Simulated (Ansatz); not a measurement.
Molecule: SnO2 (charge -1, doublet). SMILES of the parent species: [O]=[Sn]=[O]
Coordinates optimised at B3LYP-D3(BJ)/def2-TZVP (Ansatz, a first-principles code):
```
Sn
O 1 1.9105
O 1 1.9105 2 125.32
```
Charge -1, spin multiplicity 2.

### Question
Give the harmonic wavenumbers at B3LYP-D3(BJ)/def2-TZVP (Ansatz, finite differences of forces, unscaled).

### Answer
186, 623, 659 cm⁻¹. Zero-point energy 2.1 kcal/mol.

### Question
From these and the geometry, give the ideal-gas thermochemistry at 298.15 K and 1 atm (rigid rotor, harmonic oscillator).

### Answer
Point group C2v, rotational symmetry number 2. Rotational constants 26.05, 5.483, 4.53 GHz. S(trans) 40.94, S(rot) 22.35, S(vib) 3.04, S(elec, spin only) 1.38, S 67.7 cal/(mol K). H(298) - H(0) 2.91 kcal/mol; G - E(el) -15.2 kcal/mol.
